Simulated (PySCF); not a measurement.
**Structure from 2D NMR**

Compound of formula C₇H₇N₂P. Correlations simulated from computed shifts and the bond graph:

HSQC (one-bond C–H):
| δH | δC |
| --- | --- |
| 8.62 | 168.5 |
| 6.08 | 141.7 |
| 5.77 | 129.2 |
| 5.60 | 129.2 |
| 4.90 | 58.8 |
| 4.22 | 103.2 |

COSY cross peaks (H two or three bonds apart, from the bond graph; peaks can be absent where the dihedral angle is near 90°):
| δH | δH |
| --- | --- |
| 6.08 | 5.77 |
| 6.08 | 5.60 |
| 6.08 | 4.90 |
| 5.77 | 5.60 |

HMBC (two and three bonds, from the bond graph):
| δH | δC |
| --- | --- |
| 8.62 | 158.0 |
| 6.08 | 129.2, 58.8 |
| 5.77 | 141.7, 58.8 |
| 5.60 | 141.7, 58.8 |
| 4.90 | 158.0, 141.7, 129.2 |
| 4.22 | 158.0, 78.1 |

Carbons without hydrogens: δ 158.0, 78.1.

[PySCF 2.14.0 with density-fitted response routines: geometry: PBE0-D3(BJ)/def2-SVP; σ from GIAO-PBE0/pcSseg-1; single conformer; isolated molecule; equivalent nuclei averaged; non-relativistic]

δ = σ(ref) − σ, references computed at the same level: TMS for ¹H (σ = 31.27 ppm), ¹³C (σ = 184.41 ppm).

Exchangeable hydrogens are left out of these lists.

Work out the connectivity.

Results:

`InChI=1S/C7H7N2P/c1-3-5-9-7(4-2)10-6-8-9/h2-3,6H,1,5H2`.

Structure with atom numbers: `[CH:1]#[C:2][c:3]1[p:4][cH:5][n:6][n:7]1[CH2:8][CH:9]=[CH2:10]` (H(Xn): hydrogen on atom n). Ha(C10) is cis to C8; Hb(C10) is trans to C8.

δC 168.5 is C5, an aromatic CH next to a ring nitrogen (δH 8.62). δC 158.0 is C3, a substituted aromatic carbon next to a ring nitrogen. δC 141.7 is C9, an alkene CH (δH 6.08). δC 129.2 is C10, a terminal =CH2 carbon (δH 5.77, 5.60). δC 103.2 is C1, a terminal alkyne carbon (δH 4.22). δC 78.1 is C2, an alkyne carbon. δC 58.8 is C8, an allylic sp3 CH2 bonded to N (δH 4.90). HMBC from δH 8.62 reaches the proton-free carbon C3. HMBC from δH 4.90 reaches the proton-free carbon C3. HMBC from δH 4.22 reaches the proton-free carbons C3, C2. COSY links 6.08–5.77, 6.08–5.60, 6.08–4.90, 5.77–5.60.

The data come from this structure; uniqueness wasn't tested.

Shifts are as computed. Against solution values, carbons near 30 ppm lie about +2 ppm off and those near 130 ppm about +5 ppm. Of 1211 compounds with measured shifts, 218 miss one by over three times the rms of a fit or turn the order of signals round; such compounds aren't used in these exercises.
